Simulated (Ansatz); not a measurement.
Program: Ansatz. Geometries: PBE0-D4/def2-TZVP. ΔE: electronic, gas phase. CCSD(T)/CBS is the MP2 limit (def2-TZVPP, def2-QZVPP) plus CCSD(T) − MP2 in def2-TZVPP, frozen cores. This one scheme is used for every species. Functionals use def2-TZVPP. def2 core potentials past Kr. For Hf outer-core shells are correlated without core-valence functions, which leaves a few kJ/mol of doubt a bond. One conformer a species, not always the lowest.

Reaction (ligand exchange at the Hf–O bond): `[SiH3][O][Hf]([Cl])([Cl])[Cl]` + H–F → `[F][Hf]([Cl])([Cl])[Cl]` + silanol

`[SiH3][O][Hf]([Cl])([Cl])[Cl]`:

Cartesian coordinates in Å:
```
Si -0.019 1.848 -0.018
O -0.004 0.197 -0.002
Hf 0.017 -1.702 0.017
Cl 2.238 -2.414 0.106
Cl -1.153 -2.435 1.899
Cl -1.010 -2.470 -1.934
H -0.405 2.309 -1.374
H 1.338 2.341 0.322
H -1.002 2.327 0.983
```

H–F:

Z-matrix (Å, degrees):
```
F
H 1 0.920
```

`[F][Hf]([Cl])([Cl])[Cl]`:

```xyz
5

F    -0.877   -1.748    0.040
Hf   -0.034   -0.067    0.002
Cl    1.614   -0.090   -1.638
Cl   -1.621    1.559   -0.486
Cl    0.918    0.345    2.082
```

`O[SiH3]`:

Z-matrix (Å, degrees):
```
Si
O 1 1.648
H 1 1.489 2 111.7
H 1 1.489 2 111.7 3 120.9
H 1 1.481 2 105.9 3 -119.6
H 2 0.957 1 117.9 3 -60.5
```

| level | ΔE (kJ/mol) |
| --- | --- |
| r2SCAN-D4 | -18.4 |
| BHLYP-D4 | -5.4 |
| B2PLYP | -12.1 |
| HF/def2-TZVPP | -10.8 |

(1) What does CCSD(T)/CBS give? (Estimate.)

Largest T1 diagnostic among the species: 0.014.

## Answers

(1) Ansatz gave: -2.8 kJ/mol. The listed levels differ from it by -15.6, -2.6, -9.3, -8.0 kJ/mol.

From r2SCAN to r2SCAN0 (25 % exact exchange), in def2-TZVPP and without D4, ΔE moves by +5.4 kJ/mol. Leaving LDA and LC-ωPBE aside and taking each functional with its dispersion term where it has one, the values, not all of them listed here, spread over 14.4 kJ/mol, from B97M-V to BHLYP-D4. LDA lies +5.8 kJ/mol from PBE without D4.
